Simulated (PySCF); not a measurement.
H3OSi, SMILES [SiH3][O] (connectivity only; charge and spin as stated), charge -1, multiplicity 1.

The structure is a stationary point at PBE0-D3(BJ)/def2-TZVPD. The spin state was assumed, not searched. The isomer is the one that the SMILES or the coordinates give; other isomers of the formula were not compared.

Two levels are set side by side: PBE/def2-TZVPD (PySCF) and HF/def2-TZVPD (PySCF). Same geometry, gas phase. Differences are taken from unrounded values.

```json
[
 {"quantity": "orbital gap (eV)", "HF": "10.50", "PBE": "3.90", "PBE minus HF": "-6.60"},
 {"quantity": "highest occupied level (eV)", "HF": "-4.84", "PBE": "0.08", "PBE minus HF": "4.91"},
 {"quantity": "lowest empty level (eV)", "HF": "5.66", "PBE": "3.97", "PBE minus HF": "-1.69"},
 {"quantity": "mean polarisability (bohr³)", "HF": "40.5", "PBE": "51.7", "PBE minus HF": "11.2"}
]
```

PBE's occupied levels lie high since its potential decays too fast outside the molecule; exact exchange lowers them and widens the gap. Loosely held outer electrons make PBE densities more polarisable. Differences between two approximate levels are no errors against the true value.

Rough cost on one machine, each run with all the roots and properties that it gave: HF against PBE about 1/4.
